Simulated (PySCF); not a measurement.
BCl2, SMILES Cl[B]Cl, multiplicity 2. Atoms are numbered in the order given.

```xyz
3

Cl     0.0000    -1.5325    -0.1017
B      0.0000     0.0000     0.6919
Cl     0.0000     1.5325    -0.1017
```
Charge 0, spin multiplicity 2.

Coordinates come from a r2SCAN-D4/def2-TZVP optimisation. The isomer is the one that the SMILES or the coordinates give; other isomers of the formula were not compared.

Method: PBE0/pcH-1 (PySCF).

Unrestricted Kohn–Sham, ⟨S²⟩ = 0.753. Hyperfine tensors hold the contact and dipolar terms, without spin-orbit corrections.

Computed hyperfine couplings:
| nucleus | A(iso) (MHz) | A(iso) (G) | dipolar principal values (MHz) |
|---|---|---|---|
| 35Cl no. 1 | 49.6 | 17.7 | -23.6, -17.7, 41.3 |
| 11B no. 2 | 705.0 | 251.6 | -36.7, -30.5, 67.3 |
| 35Cl no. 3 | 49.6 | 17.7 | -23.6, -17.7, 41.3 |

**Question.** And the g tensor (effective nuclear charges for spin-orbit coupling, GIAO)? (An estimate is asked for; the answer gives what the named calculation found.)

**Answer.** principal values 1.9830, 1.9994, 2.0067; isotropic 1.9963.
